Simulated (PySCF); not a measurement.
Polarisability and C₆ of Cu (copper, neutral)

[Ar] 3d9 4s1 4p1, one real determinant (an excited configuration). All numbers are calculated (PySCF 2.14, scalar relativity through the core potential, in aug-cc-pwCVTZ-PP with ECP10MDF (8s8p7d4f3g, 122 functions)). Coupled (time-dependent) response in atomic units; α is the mean over directions.

| method | mean α (bohr³) | α xx, yy, zz | C₆ (like pair) | S(−4) |
| --- | --- | --- | --- | --- |
| MN15 | 68.09 | 49.58, 49.58, 105.1 | 561.6 | 4458 |

S(−4) is the Cauchy moment in α(ω) = α(0) + S(−4) ω² + …

α(iu) at MN15:

```tsv
u (hartree)	α(iu) (bohr³)
0	68.09
0.0500	59.44
0.100	46.12
0.200	27.59
0.300	17.59
0.500	8.950
0.750	5.127
1.00	3.497
1.50	2.082
2.00	1.442
3.00	0.8430
5.00	0.4078
```

The components differ because the open shell of this determinant is not spherical; for a pure term their mean is the scalar polarisability.

⟨L²⟩ = 8.02 against 12 for a pure F term, so this real determinant mixes terms. Energies and moments cover only the electrons outside the core potential.
